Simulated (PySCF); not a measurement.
## Which determinant of GaF lies lowest?

Unrestricted PBE0; Ga def2-TZVPP, F def2-TZVPP; no relativity (PySCF 2.14). Outer shells of the fragments: Ga 3d10 4s2 4p1; F 2s2 2p5.

Followed along the bond (rough minima from three points):

| 2Ms+1 | unpaired | ⟨S²⟩ at the start | R at minimum (Å) | Te (eV) |
| --- | --- | --- | --- | --- |
| 1 | none | 0.00 | 1.79 | 0.00 |
| 3 | σ ↑, π ↑ | 2.00 | 1.77 | 3.84 |

Solutions found at the starting distance of 1.820 Å, counted from the lowest of them; the search is not exhaustive and high or unbound solutions are not listed, so other states can lie among these:

```json
{"2Ms+1": "1", "unpaired": "none", "term": "¹Σ⁺", "E (eV)": "0.00", "⟨S²⟩": "0.00", "⟨Lz²⟩": "0.00", "μ (D)": "-2.44"}
{"2Ms+1": "3", "unpaired": "σ ↑, π ↑", "term": "³Π", "E (eV)": "3.86", "⟨S²⟩": "2.00", "⟨Lz²⟩": "1.00", "μ (D)": "-2.39"}
{"2Ms+1": "1", "unpaired": "σ ↑, π ↓", "term": "mixed", "E (eV)": "4.57", "⟨S²⟩": "1.01", "⟨Lz²⟩": "1.00", "μ (D)": "-2.04"}
{"2Ms+1": "3", "unpaired": "σ ↑↑", "term": "³Σ⁺", "E (eV)": "6.21", "⟨S²⟩": "2.00", "⟨Lz²⟩": "0.00", "μ (D)": "-1.57"}
{"2Ms+1": "3", "unpaired": "π ↑↑", "term": "mixed", "E (eV)": "7.57", "⟨S²⟩": "2.01", "⟨Lz²⟩": "2.01", "μ (D)": "2.46"}
{"2Ms+1": "3", "unpaired": "π ↑↑", "term": "mixed", "E (eV)": "7.71", "⟨S²⟩": "2.01", "⟨Lz²⟩": "2.01", "μ (D)": "2.55"}
{"2Ms+1": "3", "unpaired": "σ ↑, π ↑", "term": "³Π", "E (eV)": "9.34", "⟨S²⟩": "2.00", "⟨Lz²⟩": "1.01", "μ (D)": "2.55"}
```

A term symbol is given only where ⟨S²⟩ and ⟨Lz²⟩ are close to those of a pure state; real π, δ and φ orbitals otherwise mix terms. A positive dipole means Ga(−)F(+).

Counting both spins, an empty level lies below a filled one in some of these solutions, because spin and occupation are held.
